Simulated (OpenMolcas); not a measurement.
Si I: CASPT2 settings compared

```json
{"Program": "OpenMolcas 26.06", "Basis": "ANO-R1 [4s3p1d]", "Scalar Hamiltonian": "X2C, finite nucleus", "Active space": "4 electrons in 8 orbitals (3s 3p 4s 4p)", "State averaging": "2S+1 = 3 even, 3 roots; 2S+1 = 1 even, 6 roots; 2S+1 = 5 odd, 1 root", "Spin-orbit coupling": "RASSI with atomic mean-field integrals over the reference wave functions, term energies averaged over their components"}
```

Methods on the same reference wave functions:
A. CASSCF
B. SS-CASPT2, IPEA 0.4 Eh, real shift 0.1 Eh (closed shells correlated: 2s 2p)
C. SS-CASPT2, IPEA 0.2 Eh, no level shift (closed shells correlated: none)
D. XMS-CASPT2, IPEA 0.2 Eh, imaginary shift 0.25 Eh (closed shells correlated: 2s 2p)

Energies in cm⁻¹ above 3s² 3p² ³P₀, the measured ground level; measured values from NIST Handbook of Basic Atomic Spectroscopic Data.

| Level | A | B | C | D | Measured |
| --- | --- | --- | --- | --- | --- |
| 3s² 3p² ³P₀ | 0.0 | 0.0 | 0.0 | 0.0 | 0.0 |
| 3s² 3p² ³P₁ | 60.6 | 60.4 | 60.4 | 60.4 | 77.1 |
| 3s² 3p² ³P₂ | 177 | 177 | 177 | 177 | 223 |
| 3s² 3p² ¹D₂ | 9113 | 7970 | 8170 | 8220 | 6299 |
| 3s² 3p² ¹S₀ | 15792 | 17150 | 17430 | 17940 | 15394 |
| 3s 3p³ ⁵S°₂ | 23648 | 27790 | 27920 | 28680 | 33326 |

Deviations, from unrounded energies. A percentage is the sum of absolute deviations over the sum of measured energies, with the sign that they share, or ± where signs differ.

| Against measurement | Levels | A | B | C | D |
| --- | --- | --- | --- | --- | --- |
| mean absolute deviation (cm-1) | 5 | 2600 | 1800 | 1900 | 1800 |
| fine structure of the ground term (%) | 2 | -20.8 | -20.9 | -20.9 | -21.0 |
| other terms of the ground configuration (%) | 2 | +14.8 | +15.8 | +18.0 | +20.6 |
| other configurations (%) | 1 | -29.0 | -16.6 | -16.2 | -13.9 |

B, C, D lie about equally close to measurement and A furthest from it. The largest miss of B in the table is 3s 3p³ ⁵S°₂, by -5500 cm-1. The ranking rests on the paired levels alone, and a cruder setting can come out closer through cancelling errors.

Among B to D the level of the table that moves most is 3s 3p³ ⁵S°₂, by 890 cm-1 (lowest in B, highest in D). Moves below CASPT2's spread within the term are not significant.

The mean deviations of B to D differ by less than CASPT2's widest spread within a term (110 cm-1), so their order carries little weight.

From A to B the spin-free energies of the other terms of 3s² 3p² shown, above ³P, scale by factors of 0.87 to 1.09.

The lowest spin-free term lies below A's lowest term by 0.057 hartree in B, 0.036 hartree in C, 0.062 hartree in D.

CASPT2 breaks the degeneracy within a term, and the mean is taken; among the terms shown or strongly mixed into the levels shown the widest spread is 110 cm-1 (3s² 3p² ¹D, D). Active for correlation alone: 4p 4s; no level in the range computed is led by a configuration that fills them, so any true level of that kind is missing. Terms of s pⁿ other than that of highest spin mix with s² pⁿ⁻² d, which this space lacks; all of them can be thousands of cm-1 off, and some have no real level of that name. Without dynamic correlation excited terms often stand tens of per cent too high (terms of higher spin than the ground term too low), and those without a measured partner can miss by more than the paired ones (holds for A). Some terms miss by over 15 % even with CASPT2, which points to a basis or an active space too small for the shells correlated (holds for B; C; D). Measured partners are found by configuration, term and J. A level has none where our copy of the source lacks it or the pairing is in doubt (some pairs that miss far off the trend of their configuration count as doubtful), and it then counts in no deviation. Only configurations of the active space appear.

° marks odd parity.
